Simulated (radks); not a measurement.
Problem. All-electron atom: Sn in [Kr] 4d10 5s2 5p2. All-electron calculation, scalar-relativistic Kohn-Sham, revPBE, spin-polarised, spherical densities, point nucleus; open shells are filled with parallel spins first (spin-orbit coupling, left out, can overturn this in heavy ions). Program: a radial shooting solver on a logarithmic mesh with Libxc functionals. Some entries of the table are withheld. Estimate them.

| orbital | occ. | eigenvalue (hartree) | r(max) (bohr) |
|---|---|---|---|
| 1s up | 1 | -1066.289 | 0.01877 |
| 1s down | 1 | -1066.288 | 0.01877 |
| 2s up | 1 | -160.9657 | 0.1061 |
| 2s down | 1 | -160.9655 | 0.1061 |
| 2p up | 3 | -144.4832 | 0.08495 |
| 2p down | 3 | -144.4825 | 0.08495 |
| 3s up | 1 | -31.05841 | 0.3075 |
| 3s down | 1 | -31.05754 | 0.3075 |
| 3p up | 3 | -25.67323 | 0.3009 |
| 3p down | 3 | -25.67222 | 0.3010 |
| 3d up | 5 | -17.38963 | 0.2511 |
| 3d down | 5 | -17.38874 | 0.2511 |
| 4s up | 1 | -4.91636 | 0.7457 |
| 4s down | 1 | -4.91448 | 0.7458 |
| 4p up | 3 | -3.29065 | (1) |
| 4p down | 3 | -3.28870 | (2) |
| 4d up | 5 | -0.94502 | (3) |
| 4d down | 5 | -0.93938 | (4) |
| 5s up | 1 | -0.40126 | 2.035 |
| 5s down | 1 | -0.35429 | 1.998 |
| 5p up | 2 | (5) | 2.578 |
| 5p down | 0 | (6) | 2.551 |

Solution. 
(1) 4p up r(max) (bohr): 0.7886
(2) 4p down r(max) (bohr): 0.7887
(3) 4d up r(max) (bohr): 0.8872
(4) 4d down r(max) (bohr): 0.8868
(5) 5p up eigenvalue (hartree): -0.15168
(6) 5p down eigenvalue (hartree): -0.10148
